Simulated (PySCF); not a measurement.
Molecule: `C=C[SiH]1P[SiH2]P1`, C2H8P2Si2.

Bonds (- single, = double, # triple, : aromatic): C1=C2, C2-Si3, Si3-P4, P4-Si5, Si5-P6, P6-Si3. C1 carries H7, H8; C2 carries H9; Si3 carries H10; P4 carries H11; Si5 carries H12, H13; P6 carries H14. H13 is cis to C2 on the ring; H7 is cis to Si3; H12 is trans to C2 on the ring; H8 is trans to Si3.

Frames of a GFN2-xTB Langevin trajectory at 200 K; GIAO PBE0/pcSseg-1 shieldings in PySCF 2.14.0 with density-fitted response routines, gas phase, non-relativistic; equivalent atoms averaged within each frame.

Chemical shifts δ = σref − σ; TMS for 13C (σref 186.93), 29Si (σref 349.16), 1H (σref 31.72); 31P (σref 318.38) vs H3PO4, all at this level. The references are static minima.

Question: How do the shifts (ppm) fluctuate along the trajectory?

Answer: 
```csv
time (fs),C1,C2,Si3,Si5,P4/P6,H7,H9,H8,H10,H12
250,143.3,139.4,-32.2,-66.5,-219.8,7.35,7.12,6.44,5.89,5.09
425,150.6,144.5,-12.8,-57.0,-169.0,6.84,7.14,7.14,5.66,5.31
625,148.3,141.9,-32.3,-66.9,-269.2,6.55,6.68,7.73,5.45,4.78
800,150.0,145.0,-44.8,-75.4,-221.0,7.10,6.87,7.39,4.95,4.97
1000,145.1,144.8,-30.5,-65.5,-281.1,6.58,6.86,6.87,6.18,5.57
mean of frames,147.5,143.1,-30.5,-66.3,-232.0,6.89,6.93,7.11,5.63,5.14
standard deviation,3.2,2.4,11.5,6.5,44.8,0.34,0.20,0.49,0.46,0.31
```

5 frames give an uncertainty of the mean of about the standard deviation over 2.2 at best, since frames this close in time may not be independent; classical motion lacks zero-point vibration, and the reference would need the same averaging.
